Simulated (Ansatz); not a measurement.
H₄O₃SiTe, SMILES `O[Si](O)(O)[TeH]`. Charge 0, multiplicity 1. Te: def2 effective core potential.

Z-matrix (Å, degrees):
```
Si
O 1 1.628
O 1 1.636 2 116.2
O 1 1.622 2 103.3 3 -117.3
Te 1 2.509 2 106.6 3 120.3
H 2 0.958 1 117.3 3 -73.2
H 3 0.959 1 117.1 2 82.6
H 4 0.958 1 117.0 2 167.6
H 5 1.657 1 91.6 2 -154.9
```

**Question.** List the harmonic frequencies (cm⁻¹, unscaled) at PBE0-D4/def2-TZVP in Ansatz. (Estimate.)

**Answer.** The calculation gave: 98, 106, 168, 193, 221, 251, 313, 328, 352, 442, 556, 790, 816, 824, 855, 978, 1004, 2153, 3920, 3932, 3933.

**Question.** Is this a minimum?

**Answer.** Yes, all 21 modes are real.

**Question.** Give the ideal-gas thermochemistry at 298.15 K and 1 bar (rigid rotor, harmonic oscillator; point group C1, symmetry number 1).

**Answer.** Zero-point energy 133.0 kJ/mol; H(298) − E = 157.7 kJ/mol; entropy 384.2 J/(mol·K), of which translation 175.4, rotation 119.9, vibration 88.9; G(298) − E = 43.1 kJ/mol. Modes under 100 cm⁻¹ are hindered rotations or soft bends, so the harmonic entropy is rough.
